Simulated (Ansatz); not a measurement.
Frontier orbitals of CH$_{7}$AlOSSi, SMILES `C[O][AlH][SiH2]S`.

```xyz
12

C    -2.045   -0.722   -0.986
O    -0.872   -0.260   -0.380
Al    0.768   -0.662   -0.466
Si    2.044    0.780    1.034
S     0.594    2.067    1.968
H    -2.529    0.091   -1.536
H    -1.856   -1.544   -1.688
H    -2.746   -1.078   -0.224
H     1.228   -1.834   -1.434
H     2.790    0.028    2.083
H     3.066    1.606    0.328
H    -0.442    1.528    1.301
```

Charge 0, multiplicity 1. Geometry: relaxed with PBE0-D4/def2-TZVP. It is one conformer, not always the lowest. Basis def2-TZVPP, Ansatz.

```tsv
functional	HOMO (eV)	LUMO (eV)	gap (eV)
PBE	-5.97	-2.28	3.69
revPBE	-5.94	-2.19	3.75
PBE0	-7.18	-1.55	5.63
B3LYP	-6.92	-1.72	5.20
r2SCANh	-6.70	-1.81	4.89
r2SCAN0	-7.36	-1.42	5.94
BHLYP	-8.22	-0.75	7.47
ωB97M-V	-9.36	0.10	9.46
```

Against PBE, PBE0 changes HOMO and LUMO by −1.21 and +0.74 eV, ωB97M-V by −3.39 and +2.38 eV. A gap of 3.69 eV thus becomes 9.46 eV for the same molecule, so an orbital gap means little without its functional. A positive LUMO is unbound and depends on the basis.

B3LYP here is the variant with VWN-RPA as its local correlation; programs differ in this.
